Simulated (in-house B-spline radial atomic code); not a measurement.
# LC-wPBE excitations of the gallium ion Ga⁺

Method: LC-wPBE. Computed with a B-spline radial code for spherical atoms: linear response of the closed shell [Ar] 3d10 4s2 with the functional's adiabatic kernel; scalar-relativistic (spin-free one-electron X2C), finite nucleus, no spin-orbit coupling, no double excitations, S, P, D and F terms only; shells from n = 2 respond. Only terms of natural parity with L up to 3 were computed.

Command:
```bash
python run_td.py task.json out
```
Settings (radii: box in bohr, nucleus in fm):
```
Z                        31
electrons                30
configuration            [Ar] 3d10 4s2
hamiltonian              x2c
method                   lc_wpbe
box_radius               41.61
rms_radius               3.9973
intervals                75
```

Cost of the run: 3.5 s on 1 thread of Arm Neoverse N1, with other jobs on the host.

The lowest states, in the order of their Tamm-Dancoff energies; the method's threshold (minus the highest occupied level) is 19.956 eV. Labels give the largest channel, * marks a mixed state, and oscillator strengths are full-response dipole values. Measured ¹D terms are left out, since they can mix with doubly excited terms. Semilocal kernels can invert the small singlet-triplet splittings of Rydberg terms. Energies in eV:

```csv
state,full response,Tamm-Dancoff,oscillator strength,measured (J-weighted term)
4s → 4p 3P,5.369,5.655,-,5.987
4s → 4p 1P,8.497,8.806,1.59,8.766
4s → 5s 3S,12.451,12.457,-,12.764
4s → 5s 1S,?,?,-,?
4s → 4d 3D,?,?,-,?
4s → 4d 1D,14.063,14.067,-,-
4s → 5p 3P,14.225,14.237,-,14.708
4s → 5p 1P,14.517,14.556,0.00199,-
4s → 6s 3S,16.007,16.009,-,-
4s → 6s 1S,16.158,16.165,-,-
4s → 5d 3D,16.499,16.503,-,-
4s → 4f 3F,16.551,16.552,-,-
4s → 4f 1F,16.558,16.558,-,-
4s → 5d 1D,16.605,16.607,-,-
4s → 6p 3P,16.723,16.727,-,-
4s → 6p 1P,16.819,16.830,0.00183,-
```

(1) Where does 4s → 4d 3D lie?

(2) Where does 4s → 5s 1S lie?

(3) How large is the singlet-triplet splitting of 4s → 4p (P terms) in Tamm-Dancoff?

(4) What polarisabilities and dispersion coefficient does the method give?

Answers

(1) At 13.797 eV in full response, 13.806 eV in Tamm-Dancoff; measured 14.116 eV.

(2) At 12.961 eV in full response, 12.983 eV in Tamm-Dancoff; measured 13.224 eV.

(3) 3.15 eV, from the unrounded values.

(4) Dipole 18.68 bohr³, quadrupole 74.82 bohr⁵, C6 96.72 hartree·bohr⁶ for two such species.
